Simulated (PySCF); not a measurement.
Cl3Re, SMILES [Re]([Cl])([Cl])[Cl] (connectivity only; charge and spin as stated), neutral, multiplicity 5. Atoms are numbered in the order given.

```xyz
4

Re     0.0000     0.0000    -0.1145
Cl     0.0000     1.6632     1.4513
Cl     0.0000     0.0000    -2.3976
Cl     0.0000    -1.6632     1.4513
```
Charge 0, spin multiplicity 5.

The structure is a stationary point at PBE-D3(BJ)/def2-SVP. The multiplicity is an assumed one; other spin states were not compared. The def2 effective core potentials stand for the cores of Re; spin–orbit coupling is left out.

Computed with PySCF with PBE-D3(BJ)/def2-SVP.

Frequencies are harmonic and unscaled.

Computed normal modes with their intensities:
| mode | ν (cm⁻¹) | IR (km/mol) | moving atoms (share of kinetic energy) |
|---|---|---|---|
| 1 | 55 | 0.1 | Cl 83 %, Re 17 % |
| 2 | 75 | 2.5 | Cl 64 %, Re 36 % |
| 3 | 130 | 0.2 | Cl 91 %, Re 9 % |
| 4 | 367 | 11.0 | Cl 97 % |
| 5 | 376 | 29.2 | Cl 81 %, Re 19 % |
| 6 | 389 | 66.1 | Cl 76 %, Re 24 % |
